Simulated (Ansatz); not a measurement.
Reaction (ligand exchange at the In–N bond): `C[N](C)[In]([NH2])[NH2]` + H₂S → `[NH2][In]([NH2])[SH]` + dimethylamine

Gas-phase electronic energies from Ansatz, PBE0-D4/def2-TZVP geometries. CCSD(T)/CBS is the MP2 limit (def2-TZVPP, def2-QZVPP) plus CCSD(T) − MP2 in def2-TZVPP, frozen cores. This one scheme is used for every species. Functionals use def2-TZVPP. Elements past krypton have def2 core potentials. For In outer-core shells are correlated without core-valence functions, which leaves a few kJ/mol of doubt a bond. One conformer a species, not always the lowest.

(1) Is it downhill or uphill in electronic energy at CCSD(T)/CBS, and by how much? (Estimate.)

(2) What do these levels give: r2SCAN-D4, PBE0-D4, r2SCANh-D4, BHLYP-D4, r2SCAN0, CCSD/CBS(def2)? (Estimate.)

Largest T1 diagnostic among the species: 0.014.

Results:

(1) Computed: Downhill: ΔE = -87.2 kJ/mol.

(2) The calculation gave: r2SCAN-D4 -98.2, PBE0-D4 -100.2, r2SCANh-D4 -99.9, BHLYP-D4 -99.3, r2SCAN0 -104.1, CCSD/CBS(def2) -90.0 kJ/mol.

In def2-TZVPP, CCSD(T) changes the Hartree–Fock value by +25.4 kJ/mol (the triples alone add +2.8 kJ/mol) and MP2 by +25.5 kJ/mol. From BLYP to BHLYP (50 % exact exchange), in def2-TZVPP and without D4, ΔE moves by −6.5 kJ/mol.
